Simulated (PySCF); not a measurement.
Core-level binding energies of `C[N](C)[GeH]([GeH3])[GeH3]`

Species: C2H13Ge3N.
Cartesian coordinates in Å at the PBE0-D3(BJ)/def2-SVP level; atoms count from 1:
```xyz
19
C2H13Ge3N angstrom
C     -2.3309   -1.1017   -0.5132
N     -1.4527   -0.0401   -0.0926
C     -1.5390    0.2581    1.3133
Ge     0.2036    0.0704   -0.9081
Ge     1.7161   -1.7221   -0.2189
Ge     1.1836    2.2263   -0.3678
H     -3.3776   -0.8536   -0.2579
H     -2.1065   -2.0853   -0.0450
H     -2.2844   -1.2343   -1.6053
H     -0.9153    1.1300    1.5687
H     -1.2258   -0.5793    1.9747
H     -2.5793    0.5133    1.5865
H     -0.0753   -0.0451   -2.4230
H      2.0242   -1.5933    1.2871
H      1.1018   -3.1154   -0.4626
H      3.0507   -1.6400   -0.9877
H      2.3151    2.5352   -1.3668
H      0.1297    3.3468   -0.4380
H      1.7873    2.2050    1.0502
```

The calculation used delta-SCF UKS SCAN, pcX-2 on the ionised atom, pcseg-1 elsewhere, spin-free X2C (PySCF). Binding energies are ΔSCF values: E(core-ionised, relaxed orbitals) − E(ground state) at a fixed geometry, referred to the vacuum level.

Problem. List the computed XPS lines with their assignment.

Solution. 
```
atom(s)   bonded to  level  binding energy (eV)  count
  C1/C3   N and 3 H   C 1s               291.25      2
     N2  2 C and Ge   N 1s               403.89      1
```

Problem. Express the binding energy of N 1s of N2 (atom 2) in atomic units and per mole.

Solution. 403.89 eV = 14.8427 Eh = 38969 kJ/mol.

Topologically equivalent atoms share the value of their first member; where this conformer doesn't relate them by symmetry, their own values could differ. No level of germanium is listed. The structure is a single PBE0-D3(BJ)/def2-SVP conformer in the gas phase; no vibrational or solvent corrections.
